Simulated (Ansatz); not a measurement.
`[BH2][AlH][CH2]OC` + `[SiH3][SnH3]` → `[BH2][SnH2][SiH3]` + `CO[CH2][AlH2]` at 298.15 K and 1 bar (formal exchange of groups at a B–Al bond).

Gas-phase electronic energies from Ansatz, PBE0-D4/def2-TZVP geometries. CBS: MP2 limit from def2 TZ/QZ plus the TZ coupled-cluster correction, frozen cores. Elements past krypton have def2 core potentials. For Sn outer-core shells are correlated without core-valence functions, which leaves a few kJ/mol of doubt a bond. Each species was taken in one conformer, which may not be the lowest.

| species | CCSD(T)/CBS energy (Eh) | H − E (kJ/mol) | S (J/(mol·K)) |
| --- | --- | --- | --- |
| `[BH2][AlH][CH2]OC` | -422.81168 | 272.3 | 349.0 |
| `[SiH3][SnH3]` | -506.68362 | 133.9 | 307.2 |
| `[BH2][SnH2][SiH3]` | -532.05307 | 173.5 | 362.1 |
| `CO[CH2][AlH2]` | -397.45414 | 234.7 | 331.0 |

H − E and S are ideal-gas, rigid-rotor, harmonic terms from PBE0-D4/def2-TZVP, for one conformer and one mirror image of each species. 1 Eh = 2625.50 kJ/mol, R = 8.31446 J/(mol·K).

**Question.** By hand: ΔE, ΔH, ΔS and ΔG.

**Answer.** ΔE = (-532.05307) + (-397.45414) − (-422.81168) − (-506.68362) = -0.01191 Eh = -31.3 kJ/mol. Δ(H − E) = 173.5 + 234.7 − 272.3 − 133.9 = 2.0, so ΔH = -29.3 kJ/mol. ΔS = 362.1 + 331.0 − 349.0 − 307.2 = 36.9 J/(mol·K). ΔG = -29.3 − 298.15 × (36.9)/1000 = -40.3 kJ/mol.

**Question.** By hand: the equilibrium constant, and the temperature at which ΔG would vanish if ΔH and ΔS stayed fixed.

**Answer.** log₁₀ K = −ΔG/(RT ln 10) = 7.1. ΔH and −TΔS have one sign here, so there is no such temperature.

TΔS isn't small against ΔH here. A doubt of 5 kJ/mol in ΔE shifts log₁₀ K by 0.9 here. Other conformers and mirror images would add mixing entropy, several J/(mol·K) or more a flexible species. These are equilibria of isolated gas molecules and say nothing of rates. Largest T1 diagnostic: 0.014 (customary marks: 0.02 for closed shells, 0.045 for open ones).
